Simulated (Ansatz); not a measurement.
Born–Oppenheimer molecular dynamics of Cl3FH3HfN (9 atoms, charge 0, multiplicity 1). It starts at the highest image of a converged band. Of that band: A vibrational analysis at the climbing image gives one clearly imaginary mode, 59i cm⁻¹, and a faint second one (13i cm⁻¹) that may be numerical noise or a soft torsion: probably a first-order saddle point.

These are results of RKS BHLYP-D4/def2-SVP (Ansatz 0.2.0), not measurements.

```yaml
ensemble: NVE (velocity Verlet)
time_step: 0.5 fs
steps_asked: 200
starting_velocities_drawn_for: 300 K
seed: 10868
```

First frame:

```xyz
9
Properties=species:S:1:pos:R:3
Hf 0.276 -0.479 -0.018
N 0.208 -0.213 2.327
H -0.728 -0.348 2.696
H 0.482 0.719 2.619
Cl 1.920 0.515 -1.372
Cl -1.157 1.444 0.283
Cl -1.234 -1.875 -1.157
F 1.386 -1.871 0.734
H 0.823 -0.890 2.766
```

Question: How far do the bonds stretch over the last three quarters of this one trajectory? (Pairs bonded in most of those frames.)

Answer: 
```tsv
bond	mean (Å)	spread (Å)	shortest	longest
Hf1–N2	2.373	0.026	2.32	2.40
Hf1–Cl5	2.344	0.038	2.29	2.41
Hf1–Cl6	2.435	0.043	2.36	2.49
Hf1–Cl7	2.351	0.017	2.33	2.38
Hf1–F8	1.948	0.039	1.88	1.99
N2–H3	1.015	0.027	0.97	1.06
N2–H4	1.019	0.026	0.98	1.06
N2–H9	1.015	0.006	1.01	1.03
```

Mean temperature of the second half: 156 K. The conserved energy stayed within 0.24 meV per atom of its start (net change 0.03 meV per atom), so the integration is sound. A run of 0.1 ps of so small a system gives no equilibrium averages. The orbitals stay closed-shell, which can raise the energy where a bond breaks towards radicals; this wasn't checked here.

Run time: 8.2 min on 4 threads of Arm Neoverse V2, with other jobs on the host, peak memory 0.37 GiB.
